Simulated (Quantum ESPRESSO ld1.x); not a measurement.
Values are calculated unless marked as measured or tabulated.
Question: Mg XI, 2 electrons, occupied as [He] (the NIST ground configuration). Level of theory: Dirac Kohn-Sham, PW91, spin-unpolarised, spherical densities, point nucleus (ld1.x of Quantum ESPRESSO 7.5). Some entries of the table are withheld. Estimate them.

| orbital | occ. | eigenvalue (hartree) | r(max) (bohr) |
|---|---|---|---|
| 1s1/2 | 2 | -62.1205 | (1) |
| 2s1/2 | 0 | -13.9674 | 0.4638 |
| 2p1/2 | 0 | (2) | (3) |
| 2p3/2 | 0 | (4) | (5) |

Answer: 
(1) 1s1/2 r(max) (bohr): 0.08469
(2) 2p1/2 eigenvalue (hartree): -13.4315
(3) 2p1/2 r(max) (bohr): 0.3711
(4) 2p3/2 eigenvalue (hartree): -13.4075
(5) 2p3/2 r(max) (bohr): 0.3719
